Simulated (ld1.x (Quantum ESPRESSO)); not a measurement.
Before and after: RRKJ potential for indium (In)

ld1.x (Quantum ESPRESSO) 7.5 input, shortened:

```
&input
   title='In', zed=49., rel=1, dft='PZ', iswitch=3,
   config='[Kr] 4d10 5s0 5p0'
 /
 &inputp
   pseudotype=2, tm=.false., lloc=0,
   nlcc=.true., rcore=0.60
 /
3
4P  2  1   6.00   0.00  1.55  1.55  0.0
4D  3  2  10.00   0.00  1.60  1.60  0.0
4S  1  0   2.00   0.00  1.05  1.05  0.0
 &test
   configts(1)='4s2 4p6 4d10 5s0 5p0'
 /
```

All-electron outer shells of the reference configuration (LDA (PZ), scalar-relativistic, ld1.x):

```
shell  level (eV)  outermost node (bohr)  outermost maximum (bohr)
   3d     -462.82                      –                      0.26
   4s     -149.25                   0.41                      0.77
   4p     -107.82                   0.42                      0.82
   4d      -48.12                   0.40                      0.92
   5s      -33.39                   1.02                      1.98
   5p      -24.79                   1.12                      2.30
```

Change: wave 4d (bound): rc 1.60 bohr becomes 4d (bound): rc 1.88 bohr.

Cutoffs: the cutoffs (Ry, on a coarse ladder) from which the occupation-weighted sum of valence levels, in a spherical-Bessel basis at the reference potential, stays within 10 and 1 mRy of its value at 400 Ry; they do not see the model core or the augmentation charge, which bear on the density cutoff. Errors are all-electron minus pseudo energies relative to the spin-unpolarised reference configuration.

**Question.** Predict the effect on cutoff, ghosts and configuration errors.

**Answer.** The potential gets neither clearly harder nor softer (140 Ry and 230 Ry → 140 Ry and 230 Ry); the s channel sets the loose cutoff, while the largest relative change is in d, which becomes softer; of the 9 tests that both files solve, the error grows in 1 and shrinks in 0 by more than 15 % and 0.3 meV (median size 935.5 → 930.1 meV); neither file shows a bound ghost.

```csv
quantity,base,changed
"cutoff, loose",140 Ry,140 Ry
"cutoff, tight",230 Ry,230 Ry
loose cutoff by channel (10 mRy a level),"p 40 Ry, d 55 Ry, s 140 Ry","p 40 Ry, d 45 Ry, s 140 Ry"
bound ghosts,none,none
"error for 4s2 4p6 4d10 5s2 5p1, meV [ΔE -54.00 eV]",+1024,+1017
"error for 4s2 4p6 4d10 5s2 5p0, meV [ΔE -48.40 eV]",+936,+930
"error for 4s2 4p6 4d10 5s1 5p0, meV [ΔE -28.74 eV]",+567,+565
"error for 4s2 4p6 4d9 5s2 5p2, meV [ΔE -35.79 eV]",+1724,+1780
"error for 4s2 4p6 4d10 5s1 5p1, meV [ΔE -41.71 eV]",+815,+810
"error for 4s2 4p6 4d9 5s0 5p0, meV [ΔE 56.61 eV]",+12,+49
"error for 4s2 4p5 4d10 5s2 5p1, meV [ΔE 31.55 eV]",+1626,+1567
"error for 4s2 4p6 4d10 5s2 5p1 (spin-polarised), meV [ΔE -54.11 eV]",+1024,+1017
"error for 4s2 4p6 4d10 5s1 5p0 (spin-polarised), meV [ΔE -28.96 eV]",+561,+559
```
